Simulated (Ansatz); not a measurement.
System: CaCl, charge 0, doublet. CaCl (SMILES [Cl][Ca], doublet).
B3LYP-D3(BJ)/def2-TZVP minimum from Ansatz (a first-principles code):
```
Ca
Cl 1 2.4444
```
Charge 0, spin multiplicity 2.

Total energies in def2-TZVPP, 9 correlated electrons, 14 frozen orbitals. UHF or UKS for unpaired electrons; spin-orbit terms are left out. Correlated methods leave the cores frozen (noble-gas shells, and filled d and f shells in the p block). No relativity. The spin of CaCl ([Cl][Ca], doublet) was assumed, and the state is the lowest solution found for it.

```
method    program  energy (Eh)  minus CCSDT(Q) (mEh)
--------  -------  -----------  --------------------
HF         Ansatz  -1136.35553                229.05
MP2        Ansatz  -1136.55863                 25.95
CCSD       Ansatz  -1136.57524                  9.34
CCSD(T)    Ansatz  -1136.58376                  0.82
CCSDT(Q)   Ansatz  -1136.58458                  0.00
```

Rough core times of Ansatz's runs on a shared machine: CCSD(T) under 20 s, CCSDT(Q) 3 min.
